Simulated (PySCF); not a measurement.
# Ionisation energy of Re by level of theory

Re [Xe] 4f14 5d5 6s2 (6S) → Re⁺ [Xe] 4f14 5d5 6s1 (7S), as a difference of total energies. All numbers are calculated (PySCF 2.14, the spin-free X2C one-electron Hamiltonian (Gaussian nucleus), in ANO-RCC-VTZP (8s7p5d3f2g1h, 104 functions)). Correlated levels: valence: [Xe] 4f14 frozen. The calculations carry no spin-orbit coupling.

```json
{"method": "UHF", "ionisation energy (eV)": "5.949"}
{"method": "LDA", "ionisation energy (eV)": "8.207"}
{"method": "PBE", "ionisation energy (eV)": "7.712"}
{"method": "MP2 (valence)", "ionisation energy (eV)": "7.198"}
{"method": "SCS-MP2 (valence)", "ionisation energy (eV)": "7.449"}
```

Task: Estimate what PBE0 gives.

Result: 7.462 eV, closest to SCS-MP2 (valence) among the rows shown.

Task: Estimate what r2SCAN gives.

Result: 7.335 eV, closest to SCS-MP2 (valence) among the rows shown.

Errors of the correlated levels include the incompleteness of this basis and the frozen core.

MP2 underrates the near-degeneracy of ns² with np² in the lower species.

For comparison: 7.834 eV (measured; NIST Atomic Spectra Database, ionization energies).
